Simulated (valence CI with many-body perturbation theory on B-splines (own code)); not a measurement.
The numbers below are computed, except where a source is named.
**Re⁶⁹⁺: magnetic and hyperfine properties of the levels**

Level of theory: configuration interaction combined with many-body perturbation theory (CI+MBPT): four valence electrons over a frozen Dirac-Fock core [He], radial functions for each j: 11 s, 11 p, 10 d, 8 f, 5 g, 2 h, with the one-electron correlation potential Σ1 (screened to all orders), the two-electron term Σ2, the three-electron term Σ3, Breit, model QED; selected single and double excitations, second order for the rest, scaled by the run's own slope (own B-spline code, finite nucleus).

The last digits are not significant, and no measured levels were compared; by estimate large intervals hold to a few tenths of a per cent, small ones and those within an open d or f shell to about a per cent. Among the levels kept, up to 1300 cm⁻¹ of a level comes from second order outside the variational space, and about a tenth of that is noise between levels of different J, which matters for small intervals.

A/g_I is the dipole constant over the nuclear g factor μ/I (μ in nuclear magnetons, uniformly magnetised nucleus), B/Q the quadrupole constant per barn. Both hold the static response of the core; the bare values leave it out. Large factors of s and p1/2 electrons are usually good to 5 to 10 %; those of open d and f shells near neutrality can be off by tens of per cent, and small factors of p3/2, d and f electrons come from cancelling terms and can be off by a factor of two or in sign, in half-filled shells by more. B is blank for J = 1/2, where it vanishes, and for nearly pure S terms. Energies count from the lowest level. Levels with J = 0 are left out.

Levels are named by their leading jj configuration (3d3/2^4 stands for four electrons in 3d with j = 3/2), which in mixed levels can hold well under half, so a name can repeat and another be missing. Letters in brackets count levels of one name in rising energy.

```csv
Level,E (eV),g,A/g_I (MHz),A/g_I bare,B/Q (MHz/b),B/Q bare
(2s^2 2p1/2 2p3/2) J=1,1502,1.467,-919000,-888000,874000,875000
(2s^2 2p1/2 2p3/2) J=2,1521,1.132,2680000,2680000,1660000,1660000
(2s 2p1/2^2 2p3/2) J=2,1811,1.489,6740000,6700000,1690000,1690000
(2s 2p1/2^2 2p3/2) J=1,1901,1.112,-5030000,-4930000,977000,978000
(2s^2 2p3/2^2) J=2,3048,1.290,889000,908000,84700,84800
(2s 2p1/2 2p3/2^2) J=2 [a],3284,1.546,4770000,4750000,248000,249000
(2s 2p1/2 2p3/2^2) J=3,3329,1.292,6020000,5990000,-4470,-4510
(2s 2p1/2 2p3/2^2) J=1 [a],3417,1.298,-6110000,-6000000,-479000,-479000
(2s 2p1/2 2p3/2^2) J=2 [b],3426,1.044,-457000,-408000,-173000,-173000
(2s 2p1/2 2p3/2^2) J=1 [b],3431,1.291,1.56e+07,1.54e+07,274000,274000
(2p1/2^2 2p3/2^2) J=2,3753,1.303,832000,870000,81200,81300
(2s 2p3/2^3) J=2,4892,1.434,6830000,6790000,-1780000,-1780000
(2s 2p3/2^3) J=1,4980,1.152,-5090000,-4990000,-769000,-770000
(2p1/2 2p3/2^3) J=1,5272,1.467,-979000,-919000,-869000,-870000
(2p1/2 2p3/2^3) J=2,5290,1.120,2670000,2680000,-1820000,-1830000
(2s^2 2p1/2 3s) J=1,10746,1.299,7640000,7600000,-15100,-15100
(2s^2 2p1/2 3p1/2) J=1,10834,0.631,5300000,5280000,-3600,-3600
(2s 2p1/2^2 3s) J=1,11025,1.997,1.57e+07,1.56e+07,6780,6780
(2s 2p1/2^2 3p1/2) J=1,11125,1.334,1.34e+07,1.33e+07,-6230,-6230
(2s^2 2p1/2 3p3/2) J=2,11301,1.143,2230000,2220000,520000,520000
(2s^2 2p1/2 3p3/2) J=1,11302,1.497,-1600000,-1590000,261000,261000
(2s^2 2p1/2 3d3/2) J=2,11367,0.741,2150000,2150000,106000,107000
(2s^2 2p1/2 3d3/2) J=1,11394,0.826,-1810000,-1800000,45300,45600
(2s^2 2p1/2 3d5/2) J=2,11498,1.283,-1130000,-1130000,102000,103000
(2s^2 2p1/2 3d5/2) J=3,11502,1.091,1400000,1400000,98200,99100
(2s 2p1/2^2 3p3/2) J=2,11586,1.491,6170000,6120000,506000,506000
(2s 2p1/2^2 3p3/2) J=1,11592,1.139,-5810000,-5740000,267000,267000
(2s 2p1/2^2 3d3/2) J=1,11652,0.471,-5960000,-5890000,45900,46300
(2s 2p1/2^2 3d3/2) J=2,11658,1.105,6180000,6110000,88900,89600
(2s 2p1/2^2 3d5/2) J=3,11779,1.326,4150000,4100000,91300,92100
(2s 2p1/2^2 3d5/2) J=2,11797,1.033,-3940000,-3900000,75900,76600
```

Question: Take the isotope of mass number 185, with I = 5/2, μ = 3.176 μN, leaving out the quadrupole term. What is the hyperfine structure of (2s 2p1/2 2p3/2^2) J=2 [a]?

Answer: From the table A = 6060000 MHz. Shifts from the centre of gravity in MHz: F = 1/2: -4.24e+07, F = 3/2: -3.33e+07, F = 5/2: -1.82e+07, F = 7/2: 3030000, F = 9/2: 3.03e+07.
